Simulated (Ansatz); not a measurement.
The same molecule with X = Si, Ge, Sn. Ansatz, PBE0-D4/def2-TZVP geometries, multiplicity 2.

Elements past krypton have def2 core potentials. Scalar relativity is left out up to krypton. Spin–orbit coupling is left out; it splits and shifts lone-pair levels of the heavy atoms by tenths of an eV.

```
 X             molecule  mean X–Br bond length / Å  mean X–F bond length / Å  size of the dipole moment (B3LYP/def2-TZVPP) / D  ideal-gas entropy at 298 K and 1 bar (rigid rotor, harmonic PBE0-D4/def2-TZVP) / J/(mol·K)  size of the dipole moment (PBE/def2-TZVPP) / D
Si        `F[Si](F)Br`•                      2.207                     1.586                                              1.02                                                                                         317                                            0.86
Sn  `[F][Sn]([F])[Br]`•                      2.481                     1.913                                              2.81                                                                                         349                                            2.54
```

(1) Give the row for X = Ge, `[F][Ge]([F])[Br]`•. (An estimate is asked.)

## Answers

(1) Ansatz gave: 
| X | molecule | mean X–Br bond length / Å | mean X–F bond length / Å | size of the dipole moment (B3LYP/def2-TZVPP) / D | ideal-gas entropy at 298 K and 1 bar (rigid rotor, harmonic PBE0-D4/def2-TZVP) / J/(mol·K) | size of the dipole moment (PBE/def2-TZVPP) / D |
| --- | --- | --- | --- | --- | --- | --- |
| Ge | `[F][Ge]([F])[Br]`• | 2.302 | 1.727 | 1.91 | 334 | 1.69 |

From Si to Sn the mean X–Br bond length rises at each step, by 0.274 Å in all; the mean X–F bond length rises at each step, by 0.327 Å in all; the ideal-gas entropy at 298 K and 1 bar (rigid rotor, harmonic PBE0-D4/def2-TZVP) rises at each step, by 32 J/(mol·K) in all. Bonds lengthen as the atom grows down the group. Dipoles are sizes alone, and their direction can turn along the series.

B3LYP here is the variant with VWN-RPA as its local correlation; programs differ in this.
